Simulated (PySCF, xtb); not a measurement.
F₂HInS, SMILES [F][In]([F])[SH].

GFN2-xTB in xtb at its own geometry gives an orbital gap of 1.82 eV and a dipole moment of 3.77 D.

Coordinates come from a B3LYP-D3(BJ)/def2-SVP optimisation. The def2 effective core potentials stand for the cores of In; spin–orbit coupling is left out. Other conformers were not sampled.

**Question.** What does r2SCAN/def2-TZVPD (PySCF) give? (An estimate is asked for; the answer gives what the named calculation found.)

**Answer.** gap 3.92 eV (levels -7.56 and -3.64 eV), dipole 2.62 D.
